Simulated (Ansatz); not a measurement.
`C#C[Si](C)(F)Cl`. Total charge 0; spin multiplicity 1. All single points use the PBE0-D4/def2-TZVP geometry.

```xyz
10

C     1.805   -0.921    1.676
C     1.208   -0.324    0.816
Si    0.263    0.534   -0.472
C    -1.512    0.053   -0.490
F     0.394    2.097   -0.214
Cl    1.134    0.147   -2.277
H     2.339   -1.445    2.436
H    -2.045    0.591   -1.276
H    -1.613   -1.019   -0.672
H    -1.974    0.287    0.472
```

(1) What is the dipole moment at ωB97M-V/def2-TZVPP? (Best estimate.)

(2) And with PBE, r2SCAN, B3LYP? (Best estimate.)

(3) Give the Mulliken charges with ωB97M-V, PBE, r2SCAN in def2-TZVPP. (Estimate.)

## Answers

(1) Computed: 2.32 D, with components (-1.02, -1.60, 1.33) D in this frame, pointing from negative to positive charge.

(2) The calculation gave: PBE 2.24 D, r2SCAN 2.32 D, B3LYP 2.31 D.

(3) The calculation gave: 
```csv
atom,ωB97M-V,PBE,r2SCAN
C1,0.00,0.02,-0.06
C2,-0.42,-0.37,-0.37
Si3,0.73,0.64,0.81
C4,-0.45,-0.39,-0.32
F5,-0.29,-0.26,-0.30
Cl6,-0.20,-0.21,-0.24
H7,0.23,0.21,0.22
H8,0.13,0.12,0.09
H9,0.13,0.12,0.09
H10,0.13,0.12,0.09
```

B3LYP here is the variant with VWN-RPA as its local correlation; programs differ in this.
